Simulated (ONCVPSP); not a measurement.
# gold: one change to an ONCV potential, before and after

```
Element                 : gold (Au)
Generator               : ONCVPSP 4.0.1
Type                    : optimised norm-conserving Vanderbilt (ONCV)
Functional              : PBE
Relativity              : scalar-relativistic
Frozen core             : [Kr] 4d10 4f14
Valence charge          : 19
Reference configuration : 5s2 5p6 5d9 (charge +2)
Partial waves           : 5s: rc 1.10 bohr, ncon 4, nbas 8, qcut 7 1/bohr, 3 projectors, debl 3.6 Ha; 5p: rc 1.00 bohr, ncon 4, nbas 7, qcut 8.8 1/bohr, 2 projectors, debl 2.2 Ha; 5d: rc 1.80 bohr, ncon 5, nbas 10, qcut 9.4 1/bohr, 1 projector; f scattering state at 0.04 Ha: rc 1.45 bohr, ncon 4, nbas 7, qcut 8.1 1/bohr, 3 projectors, debl 0.3 Ha
Local potential         : polynomial inside 0.95 bohr (lpopt 5, dvloc0 0 Ha)
Core correction         : Teter function, fcfact 5.75, rcfact 1.7
```

In the s channel the program set the typed energies aside and used -4.778, 0.250, 3.850 Ha. In the p channel the program set the typed energies aside and used -2.988, 0.250 Ha.

All-electron outer shells of the reference configuration (PBE, scalar-relativistic, ld1.x):

```tsv
shell	level (eV)	outermost node (bohr)	outermost maximum (bohr)
4f	-102.84	–	0.37
5p	-81.30	0.52	0.96
5d	-27.33	0.56	1.20
```

Change: p: rc 0.78; local potential polynomial inside 0.78 bohr (lpopt 5, dvloc0 0 Ha).

Cutoffs: the cutoffs (Ha) at which the residual kinetic energy of the hardest occupied pseudo-wave falls to 1 and 0.1 mHa per electron; they do not see the model core or the augmentation charge, which bear on the density cutoff. Errors are all-electron minus pseudo energies relative to the spin-unpolarised reference configuration.

Task: What does the change do?

Result: The bound ghosts move from f to f, p; the lowest positive-energy flag moves from f at 160.3 eV to s at 33.0 eV; of the 4 tests that both files solve, the error grows in 1 and shrinks in 2 by more than 15 % and 0.3 meV (median size 2.9 → 2.2 meV).

| quantity | base | changed |
| --- | --- | --- |
| cutoffs, loose and tight | 128 Ha, 153 Ha | not determined |
| bound ghosts | f | p, f |
| GHOST(+) flags under 300 eV | f at 160.3 eV, p at 299.4 eV | s at 33.0 eV, f at 159.7 eV |
| error for 5s2 5p6 5d10 6s1, meV [ΔE -30.62 eV] | -3.6 | -2.8 |
| error for 5s2 5p6 5d10, meV [ΔE -21.21 eV] | -2.2 | -1.6 |
| error for 5s2 5p6 5d8, meV [ΔE 33.88 eV] | -20 | -19 |
| error for 5s2 5p6 5d10 6p1, meV [ΔE -25.37 eV] | +0.2 | +0.6 |
| s: phases at 1.11 bohr within 0.05 rad from the reference energy up to (Ha; the scan ends near 5) | to the end of the scan | to the end of the scan |
| d: phases at 1.83 bohr within 0.05 rad from the reference energy up to (Ha; the scan ends near 5) | 1.5 | 1.3 |
| f: phases at 1.47 bohr within 0.05 rad from the reference energy up to (Ha; the scan ends near 5) | 4.6 | 4.6 |
| rms error of d²Exc/dni dnj with the model core, mHa | 5.81 | 5.94 |

 A true bound ghost makes a file unfit for plane-wave use even where its test errors are small: the radial tests pick states by their node count and pass the ghost by.
